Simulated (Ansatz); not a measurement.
Two isomers of C2H5FSeSi: A = `CC1(F)[SiH2][Se]1`, B = `C=C([SeH])[SiH2]F`.

Program: Ansatz. Geometries: PBE0-D4/def2-TZVP. ΔE: electronic, gas phase. CCSD(T)/CBS is the MP2 limit (def2-TZVPP, def2-QZVPP) plus CCSD(T) − MP2 in def2-TZVPP, frozen cores. Functionals use def2-TZVPP. B3LYP here is the variant with VWN-RPA as its local correlation; programs differ in this. For Se outer-core shells are correlated without core-valence functions, which leaves a few kJ/mol of doubt a bond. Scalar relativity is left out up to krypton. Each species was taken in one conformer, which may not be the lowest.

A:

Z-matrix (Å, degrees):
```
C
C 1 1.496
H 1 1.090 2 110.7
H 1 1.093 2 110.8 3 -120.6
H 1 1.094 2 109.3 3 119.9
F 2 1.370 1 110.3 3 -179.3
Si 2 1.861 1 126.1 3 -29.6
Se 2 2.034 1 115.2 3 52.9
H 7 1.479 2 117.7 1 -144.3
H 7 1.482 2 119.0 1 -1.0
```

B:

Z-matrix (Å, degrees):
```
Si
F 1 1.601
C 1 1.851 2 109.1
H 1 1.481 2 108.3 3 -120.8
H 1 1.484 2 108.5 3 119.4
Se 3 1.911 1 114.6 2 175.5
C 3 1.330 1 124.3 2 -10.8
H 6 1.471 3 95.1 1 -37.4
H 7 1.086 3 122.9 1 -178.1
H 7 1.086 3 120.2 1 1.8
```

(1) Which is lower in electronic energy at CCSD(T)/CBS, and by how much? (Best estimate.)

(2) Give E(B) − E(A) in kJ/mol with HF/def2-TZVPP, CCSD/def2-TZVPP, PBE-D4, B2PLYP, CCSD(T)/def2-TZVPP, PBE0-D4, B3LYP. (An estimate is asked.)

Largest T1 diagnostic: 0.012.

## Answers

(1) The calculation gave: B, by 133.1 kJ/mol.

(2) The calculation gave: HF/def2-TZVPP -164.4, CCSD/def2-TZVPP -142.0, PBE-D4 -100.9, B2PLYP -135.3, CCSD(T)/def2-TZVPP -137.0, PBE0-D4 -106.0, B3LYP -133.4. None reverses the order clearly.

From PBE to PBE0 (25 % exact exchange), in def2-TZVPP and without D4, E(B) − E(A) moves by −5.1 kJ/mol. In def2-TZVPP, CCSD(T) changes the Hartree–Fock value by +27.4 kJ/mol (the triples alone add +5.0 kJ/mol) and MP2 by +30.7 kJ/mol.
